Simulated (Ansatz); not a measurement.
Input file for Ansatz (a quantum-chemistry and plane-wave program): R-PBE/def2-TZVPPD on CH9AlN2 (a complex), monomers drawn apart or pushed together. Files ending in .json are basis or fitting sets from the Basis Set Exchange.

Ansatz 0.2 input:
```yaml
crystal:
  periodic: [false, false, false]
  atoms:
    - {symbol: C, position_ang: [-0.50060950, -0.40744734, 1.56201586]}
    - {symbol: N, position_ang: [-0.35294685, 0.28769917, 0.29149530]}
    - {symbol: Al, position_ang: [0.81695944, -0.00879326, -1.00557997]}
    - {symbol: H, position_ang: [-0.35640435, 0.25774005, 2.41985788]}
    - {symbol: H, position_ang: [0.24624773, -1.20005822, 1.63602003]}
    - {symbol: H, position_ang: [-1.48544535, -0.87618195, 1.66539196]}
    - {symbol: H, position_ang: [-1.03470934, 1.02621013, 0.18673627]}
    - {symbol: H, position_ang: [0.73648686, 0.91151431, -2.28393564]}
    - {symbol: H, position_ang: [1.86112229, -1.17196098, -0.79044003]}
    - {symbol: N, position_ang: [-0.09701760, 0.17685187, 5.89238493]}
    - {symbol: H, position_ang: [0.41704241, -0.54104265, 5.39474935]}
    - {symbol: H, position_ang: [-1.06273122, 0.11981463, 5.59005906]}
    - {symbol: H, position_ang: [0.26348086, 1.07314498, 5.58551984]}
basis:
  gaussian:
    orbitals: def2-TZVPPD.json
hamiltonian:
  xc: {name: PBE}
scf: {lower_state_search: off}
```

Output:

```
WARN ansatz: RAYON_NUM_THREADS=2 ignored (pool sized by the plan → 2); use --threads N
Functional definition: PBE
these checks for a lower state are left out or cut short: stability, starts, cluster_reference, orbital_swaps, neighbouring_geometries, increment
integrals: 0.24 GiB planned
1364 factors; their error is unknown
mean field: 1.74 GiB planned
mean field evaluation 1: about -10732.8262 eV, gradient 1.0e2 eV
mean field evaluation 2: about -10637.1092 eV, gradient 1.9e2 eV
mean field evaluation 4: about -10752.5004 eV, gradient 2.6e1 eV
mean field evaluation 8: about -10753.8700 eV, gradient 5.6e-2 eV
mean field evaluation 16: about -10753.8406 eV, gradient 3.6e-5 eV
mean field -10753.84062581 eV, -395.1963537837 hartree, gradient 2.2e-6 eV, S^2 0.000000; 0 other end points of the search recorded, 0 dependent functions left out
reference -10753.84069302 eV, -395.1963562533 hartree; 21, 21 occupied and 291, 291 virtual orbitals, 1364 factors
Total energy: -10753.84069302 eV, -395.1963562533 hartree
Checks for a lower state left out: stability, starts, cluster_reference, orbital_swaps, neighbouring_geometries, increment
```

The calculation finished and met its thresholds.

Cost: around 4 core-seconds (rough).
